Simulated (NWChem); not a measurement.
System: MgGeH4Se; SMILES [GeH3][Mg][SeH]

The following NWChem deck was run.

```
start job
memory heap 200 mb stack 900 mb global 1100 mb
geometry units angstroms noautoz
  Mg    -0.146050     0.295678     0.016495
  Se     0.006396     2.730734     0.030707
  H      1.477561     2.629216     0.013727
  Ge    -0.332021    -2.278431     0.001314
  H     -1.018540    -2.831170    -1.271103
  H      1.044539    -2.983257     0.072140
  H     -1.147532    -2.835832     1.193092
end
basis spherical
  * library def2-svp
end
dft
  xc b3lyp
  iterations 150
  mulliken
end
task dft energy
```

The geometry was optimised at PBE0/def2-SVP. B3LYP is NWChem's, with the RPA form of VWN correlation.

**Question.** Predict the main results of this run. (B3LYP/def2-SVP.) Quantities: energy (Ha); highest occupied level (eV); orbital gap (eV); dipole (D).

**Answer.** 
```json
{
  "energy (Ha)": "-4680.56",
  "highest occupied level (eV)": "-6.43",
  "orbital gap (eV)": "5.06",
  "dipole (D)": "0.52"
}
```
